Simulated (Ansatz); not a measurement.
Ansatz results at the PBE0-D4/def2-TZVP geometry: LUMO energy (PBE/def2-TZVPP) -0.56 eV; HOMO energy (PBE/def2-TZVPP) -6.93 eV; HOMO–LUMO gap (B3LYP/def2-TZVPP) 8.37 eV.

Each molecule was computed in one conformer, which needn't be the lowest.

Task: Which molecule gave them?
A. `CO[Si](Cl)(OC)[Se]C`
B. `Br[Si](Br)(Br)Br`
C. `CO[SiH](O)O[SiH3]`
D. `C[Si](N)(O)Br`

Result: C. The others give `Br[Si](Br)(Br)Br`: -2.51, -7.40, 6.51; `CO[Si](Cl)(OC)[Se]C`: -0.92, -5.58, 6.24; `C[Si](N)(O)Br`: -0.18, -6.29, 7.73.

B3LYP here is the variant with VWN-RPA as its local correlation; programs differ in this.
